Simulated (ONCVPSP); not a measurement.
**Scattering properties, ONCV potential for N (Z = 7)**

| Property | Result |
| --- | --- |
| Element | nitrogen (N) |
| Generator | ONCVPSP 4.0.1 |
| Type | optimised norm-conserving Vanderbilt (ONCV) |
| Functional | LDA (Perdew-Wang 92) |
| Relativity | scalar-relativistic |
| Frozen core | [He] |
| Valence charge | 5 |
| Reference configuration | 2s2 2p3 |
| Partial waves | 2s: rc 0.95 bohr, ncon 5, nbas 9, qcut 6.2 1/bohr, 2 projectors, debl 0.8 Ha; 2p: rc 1.80 bohr, ncon 4, nbas 8, qcut 9.7 1/bohr, 2 projectors, debl 2.6 Ha; d scattering state at 0.21 Ha: rc 1.45 bohr, ncon 4, nbas 7, qcut 7.3 1/bohr, 1 projector |
| Local potential | polynomial inside 0.80 bohr (lpopt 5, dvloc0 4 Ha) |
| Core correction | polynomial model core, fcfact 0.7 |

The phase is arctan(r·R′/R) of the radial function R(r), unwrapped; energies in Ha, scanned from -2 to 5 Ha. A pole is an energy at which the radial function vanishes at the test radius. The pseudo phase is shifted by a multiple of π to meet the all-electron one at the reference energy, and phase errors are pseudo minus all-electron; the curves can meet again beyond the range given. Levels narrower than the energy grid can be missing from the lists of poles.

Question: For each channel, where are the poles, and over which energies does the pseudopotential scatter like the atom?

Answer:

```tsv
channel	radius (bohr)	reference energy (Ha)	poles, all-electron	poles, pseudo	unbroken range about the reference energy with phases within 0.05 rad	phase error 1 Ha above the reference energy (rad)
s	0.96	-0.68	none	none	the whole range	+0.000
p	1.82	-0.27	0.25, 4.99	0.25	the whole range	+0.000
d	1.47	0.21	none	none	the whole range	+0.001
```

Phases in the d channel:

```tsv
E (Ha)	all-electron	pseudo
-1.98	1.183	1.184
-1.62	1.150	1.150
-1.26	1.108	1.108
-0.90	1.055	1.055
-0.54	0.984	0.984
-0.18	0.887	0.887
0.18	0.747	0.747
0.54	0.539	0.539
0.90	0.232	0.233
1.26	-0.166	-0.166
1.62	-0.560	-0.559
1.98	-0.859	-0.858
2.34	-1.062	-1.060
2.70	-1.200	-1.198
3.06	-1.298	-1.295
3.42	-1.371	-1.368
3.78	-1.428	-1.425
4.14	-1.475	-1.471
4.50	-1.515	-1.511
4.86	-1.552	-1.546
```
